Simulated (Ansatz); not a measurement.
Consider the atomization: `O[SiH2]CCl` → C• + Cl• + 5 H• + O• + Si•.

Computed with Ansatz on PBE0-D4/def2-TZVP structures; ΔE is electronic, products minus reactants. CBS: MP2 limit from def2 TZ/QZ plus the TZ coupled-cluster correction, frozen cores. This one scheme is used for every species, atoms too. Functionals use def2-TZVPP. B3LYP here is the variant with VWN-RPA as its local correlation; programs differ in this. No spin–orbit coupling; open shells (•) take unrestricted orbitals. Spin–orbit coupling would lower the free atoms: a little for C, Cl, O, Si. Each species was taken in one conformer, which may not be the lowest.

`O[SiH2]CCl`:

Cartesian coordinates in Å:
```
O -0.010 -1.407 1.202
Si 0.670 -0.069 0.537
C -0.273 0.442 -1.009
Cl -1.988 0.683 -0.544
H -0.950 -1.355 1.389
H 2.060 -0.441 0.179
H 0.660 1.091 1.466
H -0.254 -0.325 -1.785
H 0.086 1.380 -1.434
```

(1) What is ΔE at CCSD(T)/CBS? (An estimate is asked.)

(2) What do these levels give: B3LYP-D4, B2PLYP, PBE-QIDH, PBE, MP2/def2-TZVPP, HF/CBS(def2)? (An estimate is asked.)

Largest T1 diagnostic among the species: 0.012.

## Answers

(1) The calculation gave: +3121.3 kJ/mol.

(2) Computed: B3LYP-D4 3095.4, B2PLYP 3068.1, PBE-QIDH 3081.4, PBE 3118.6, MP2/def2-TZVPP 3080.0, HF/CBS(def2) 2280.4 kJ/mol.

In def2-TZVPP, CCSD(T) changes the Hartree–Fock value by +757.6 kJ/mol (the triples alone add +42.9 kJ/mol) and MP2 by +806.2 kJ/mol; breaking electron pairs costs correlation energy, which Hartree–Fock lacks. From BLYP to BHLYP (50 % exact exchange), in def2-TZVPP and without D4, ΔE moves by −48.0 kJ/mol: exact exchange takes away binding that semilocal exchange gives to molecules.

For atomizations the MP2-based limit and the directly extrapolated one differ by several kJ/mol either way, and by 10 to 25 for some Ge, Se and Sn compounds, so smaller differences from it don't rank the levels.
